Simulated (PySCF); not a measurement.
# Cu²⁺: excitation energy

Cu²⁺ [Ar] 3d9 (2D) → Cu²⁺ [Ar] 3d8 4s1 (4F), as a difference of total energies. Calculation: PySCF 2.14, in def2-QZVPPD (11s6p5d4f2g, 100 functions); the non-relativistic Hamiltonian (point nucleus). Correlated levels: valence: [Ar] frozen. The calculations carry no spin-orbit coupling.

| method | excitation energy (eV) |
| --- | --- |
| UHF | 6.458 |
| MP2 (valence) | 8.420 |
| SCS-MP2 (valence) | 8.375 |
| CCSD (valence) | 7.969 |
| CCSD(T) (valence) | 8.038 |

**Question.** How much does correlation contribute at CCSD(T) (valence)?

**Answer.** 8.038 − (6.458) = 1.580 eV, measured against UHF.

A first-order spin-orbit estimate (lowest level to lowest level, LS coupling) adds -0.070 eV.
